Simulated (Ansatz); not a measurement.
Relaxation of AlClH₆O₂Si₂ (12 atoms, charge 0, multiplicity 1), to a largest force component of 0.02 eV/Å in at most 40 steps.

These are results of RKS LDA/STO-3G in Ansatz 0.2.0, not measurements.

```xyz
12
Properties=species:S:1:pos:R:3
Al 0.000 0.000 0.000
O 0.000 0.000 1.780
Si -1.315 -0.407 2.744
H -2.239 -1.240 1.980
H -0.851 -1.143 3.916
H -1.999 0.809 3.173
O 1.542 0.000 -0.890
Si 2.387 -1.376 -1.352
H 1.460 -2.351 -1.918
H 3.388 -1.020 -2.353
H 3.050 -1.955 -0.187
Cl -1.931 0.000 -1.115
```

Problem. Where does it end, and by what steps?

Solution. The run converged. The force dipped under the threshold on the way, but the program's further checks kept it going. Limits of this set-up: minimal basis. After 28 steps the energy has fallen by 0.913 eV; H9 moved furthest, 2.00 Å.

```
step  energy less start (eV)  largest force component (eV/Å)  accepted
   0                  0.0000                           3.181       yes
   1                 -0.6161                           1.603       yes
   2                 -0.6956                           0.474       yes
   3                 -0.7052                           0.068       yes
   4                 -0.7146                           0.066       yes
   5                 -0.7196                           0.083       yes
   6                 -0.7250                           0.276       yes
   7                 -0.7309                           0.105       yes
   8                 -0.7515                           0.078       yes
   9                 -0.7655                           0.250       yes
  10                 -0.7820                           0.474       yes
  11                 -0.8124                           0.412       yes
  12                 -0.8539                           0.167       yes
  13                 -0.8714                           0.298       yes
  14                 -0.8761                           0.304       yes
  15                 -0.8840                           0.132       yes
  16                 -0.8925                           0.027       yes
  17                 -0.8944                           0.150       yes
  18                 -0.8976                           0.067       yes
  19                 -0.9015                           0.019       yes
  20                 -0.9023                           0.292       yes
  21                 -0.9069                           0.082       yes
  22                 -0.9094                           0.011       yes
  23                 -0.9070                           0.291        no
  24                 -0.9112                           0.066       yes
  25                 -0.9112                           0.128       yes
  26                 -0.9123                           0.050       yes
  27                 -0.9127                           0.002       yes
  28                 -0.9129                           0.008       yes
```

```xyz
12
Properties=species:S:1:pos:R:3
Al 0.384 -0.673 0.550
O 0.104 -0.081 2.089
Si -1.474 -0.177 2.723
H -1.955 -1.550 2.801
H -1.401 0.373 4.065
H -2.424 0.605 1.944
O 1.944 -0.547 -0.041
Si 2.269 -1.150 -1.601
H 1.480 -0.483 -2.627
H 3.676 -0.887 -1.847
H 2.036 -2.585 -1.693
Cl -1.145 -1.525 -0.585
```

Whether the end is a true minimum wasn't checked by a vibrational analysis.

Run time: 80 s on 1 thread of Arm Neoverse V1 (shared host), peak memory 0.15 GiB.
